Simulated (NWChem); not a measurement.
Molecule: C$_{2}$H$_{8}$OSi; SMILES [SiH](C)(O)C

```xyz
12

Si     0.1010    -0.0002     0.3415
C     -0.8440    -1.5442    -0.1898
C     -0.8401     1.5462    -0.1901
O      1.6753    -0.0022    -0.2377
H      0.2743    -0.0002     1.8178
H     -0.9903    -1.5853    -1.2767
H     -0.3145    -2.4553     0.1112
H     -1.8384    -1.5673     0.2742
H     -0.3082     2.4560     0.1106
H     -0.9863     1.5874    -1.2770
H     -1.8344     1.5719     0.2739
H      1.7794    -0.0027    -1.1992
```
Atoms are numbered in this order, from 1.

Coordinates come from a B3LYP/6-31G* (spherical d) optimisation.

Question: Give the principal values of the shielding tensors (ppm) of Si1, C2, O4 from B3LYP/6-311G** (spherical d), GIAO (NWChem), with their diamagnetic and paramagnetic parts as GIAO splits them.

Answer: 
| atom | σ11 | σ22 | σ33 | isotropic | diamagnetic | paramagnetic |
|---|---|---|---|---|---|---|
| Si1 | 288.3 | 335.2 | 376.3 | 333.2 | 879.6 | -546.3 |
| C2 | 171.4 | 183.6 | 191.0 | 182.0 | 251.6 | -69.6 |
| O4 | 289.4 | 293.5 | 307.4 | 296.8 | 390.1 | -93.3 |
